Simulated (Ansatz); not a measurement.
The first iterations of a band of CH4 + GeH4S (11 atoms, charge 0, multiplicity 1).

These are results of RKS PBE/def2-SVP (Ansatz 0.2.0), not measurements.

```yaml
movable_images: 5
climbing_image: yes
spring: 5.0 eV/Å²
optimiser: quadratic models (default)
start_path: through a guess of the saddle point
force_threshold: 0.03 eV/Å
iteration_limit: 60
end_points: relaxed
```

Image 0:

```xyz
11
Properties=species:S:1:pos:R:3
Ge 0.365 1.767 0.796
S 2.222 0.555 0.400
H -0.130 2.189 -0.608
H -0.702 0.906 1.522
H 0.696 3.023 1.648
H 0.022 -1.449 -0.695
C -0.971 -1.734 -1.093
H 2.408 0.229 1.711
H -1.758 -1.444 -0.371
H -1.006 -2.828 -1.254
H -1.146 -1.216 -2.055
```

Image 6:

```xyz
11
Properties=species:S:1:pos:R:3
Ge -0.803 1.371 0.121
S 2.760 -0.954 0.610
H -2.131 2.178 0.076
H -0.403 1.184 1.611
H 0.300 2.200 -0.588
H 2.568 -2.171 0.030
C -1.031 -0.378 -0.752
H 1.949 -1.285 1.653
H -1.824 -0.964 -0.247
H -0.075 -0.935 -0.697
H -1.310 -0.246 -1.816
```

| iteration | highest image above the first end (eV) | largest band force component (eV/Å) |
| --- | --- | --- |
| 1 | 3.483 | 5.740 |
| 2 | 3.052 | 1.429 |
| 3 | 3.000 | 0.976 |
| 4 | 2.742 | 1.933 |
| 5 | 2.500 | 1.478 |
| 6 | 2.386 | 0.869 |
| 7 | 2.948 | 0.622 |
| 8 | 2.854 | 1.346 |
| 9 | 2.900 | 0.867 |
| 10 | 2.905 | 0.249 |

Question: Does the band converge within its limit, and where does its top end?

Answer: The run converged. It ended after 30 iterations with the highest image 2.776 eV above the first end. Neighbouring images differ by up to 2.7 eV, so the band resolves the path poorly. A vibrational analysis at the climbing image gives one clearly imaginary mode, 1190i cm⁻¹: a first-order saddle point. The orbitals stay closed-shell, which can raise the energy where a bond breaks towards radicals; this wasn't checked here.

Time of the run: 4.3 min on 2 threads of Arm Neoverse V1 (shared host), peak memory 0.15 GiB.
